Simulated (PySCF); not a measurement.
FGeH7Si2, SMILES F[SiH2][SiH2][GeH3].

Geometry optimised at PBE-D3(BJ)/def2-SVP. This is a generated structure with no PubChem entry under its InChIKey; it may be hypothetical. One conformer was computed; it need not be the lowest.

Method: PySCF with PBE-D3(BJ)/def2-SVP.

Frequencies are harmonic and unscaled.

**Question.** List the normal modes with their intensities. (An estimate is asked for; the answer gives what the named calculation found.)

**Answer.** 
```
mode  ν (cm⁻¹)  IR (km/mol)  moving atoms (share of kinetic energy)
----  --------  -----------  --------------------------------------
1           43          1.4                 F 42 %, Si 34 %, H 20 %
2           64          2.0        Si 49 %, Ge 21 %, F 18 %, H 12 %
3           65          0.1                                  H 91 %
4          162          2.4                F 57 %, Si 24 %, Ge 15 %
5          303         14.5                                  H 97 %
6          341          0.5                Si 57 %, H 22 %, Ge 20 %
7          379          0.1                                  H 95 %
8          404          1.1                         Si 53 %, H 40 %
9          469         27.6                         H 51 %, Si 46 %
10         542         13.1                         H 76 %, Si 21 %
11         645        248.4                         H 86 %, Si 13 %
12         659          1.8                                  H 92 %
13         721         14.7                                  H 94 %
14         766        134.8                                  H 97 %
15         823         20.5                 F 43 %, H 43 %, Si 14 %
16         853         20.9                                  H 99 %
17         854          1.0                                  H 97 %
18         859        211.5                         H 79 %, Si 14 %
19         892         58.3                          H 90 %, Si 8 %
20         917        124.9                  H 72 %, Si 20 %, F 8 %
21        2071         69.0                                 H 100 %
22        2086         76.5                                  H 98 %
23        2087         84.3                                  H 98 %
24        2145         70.1                                  H 98 %
25        2154         71.1                                  H 98 %
26        2157          4.5                                  H 96 %
27        2169        171.7                                  H 96 %
```
